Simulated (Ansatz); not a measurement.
`[F][Zr]([F])([SH])[SH]` + H–F → `[F][Zr]([F])([F])[SH]` + H₂S  (ligand exchange at a Zr–S bond)

Gas-phase electronic energies from Ansatz, PBE0-D4/def2-TZVP geometries. CCSD(T)/CBS adds triple-zeta CCSD(T) − MP2 to the extrapolated MP2 energy (def2 sets, frozen cores). This one scheme is used for every species. DFT in def2-TZVPP. def2 core potentials past Kr. For Zr outer-core shells are correlated without core-valence functions, which leaves a few kJ/mol of doubt a bond. Each species was taken in one conformer, which may not be the lowest.

```
             level  ΔE (kJ/mol)
            B2PLYP        -89.9
RPA@PBE/def2-TZVPP        -82.9
```

What does CCSD(T)/CBS give? (Estimate.)

Computed: -78.3 kJ/mol. The listed levels differ from it by -11.6, -4.6 kJ/mol.

What do rigid-rotor, harmonic-oscillator terms from PBE0-D4/def2-TZVP frequencies (298.15 K, 1 bar) make of the CCSD(T)/CBS value? (Best estimate.)

Ansatz gave: ΔZPE = -2.6 kJ/mol, ΔH = -82.7 kJ/mol, ΔS = 16 J/(mol·K), ΔG = -87.5 kJ/mol. Modes under 50 cm⁻¹ make the entropy rough.

Largest T1 diagnostic among the species: 0.018.

Leaving LDA and LC-ωPBE aside and taking each functional with its dispersion term where it has one, the values, not all of them listed here, spread over 19.5 kJ/mol, from CAM-B3LYP-D4 to HSE06-D4. LDA lies +6.0 kJ/mol from PBE without D4. From BLYP to BHLYP (50 % exact exchange), in def2-TZVPP and without D4, ΔE moves by +4.8 kJ/mol.
